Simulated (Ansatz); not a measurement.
# A ladder of methods for SiNH4O2 (SMILES N[Si](O)O)

The species is SiNH4O2 (8 atoms), meant as a doublet with charge 0. SMILES: `N[Si](O)O`. Geometry: optimised at PBE0/def2-SVP. This is one conformer, not always the lowest.

Quantity: the adiabatic electron affinity (to the singlet anion, shapes relaxed at PBE0/def2-SVP, no zero-point term), in eV. The values are calculated.

The electron affinity is E(neutral) − E(anion): positive where the electron is bound.

```tsv
level	kind	program	value (eV)	less CCSD(T)/def2-SVP
UHF/def2-SVP	Hartree–Fock	Ansatz	-0.63	-0.87
UBLYP/def2-SVP	GGA	Ansatz	0.30	+0.06
UPBE/def2-SVP	GGA	Ansatz	0.39	+0.15
UB3LYP/def2-SVP	global hybrid	Ansatz	0.44	+0.20
U-wB97M-V/def2-SVP	range-separated hybrid	Ansatz	0.52	+0.28
UCAM-B3LYP/def2-SVP	range-separated hybrid	Ansatz	0.39	+0.15
UB2PLYP/def2-SVP	double hybrid	Ansatz	0.29	+0.05
UCCSD(T)/def2-SVP	coupled cluster or CI	Ansatz	0.24	0.00
```

UCCSD(T)/def2-SVP is the highest level here, not the true value. The values span -0.63 to 0.52 eV.
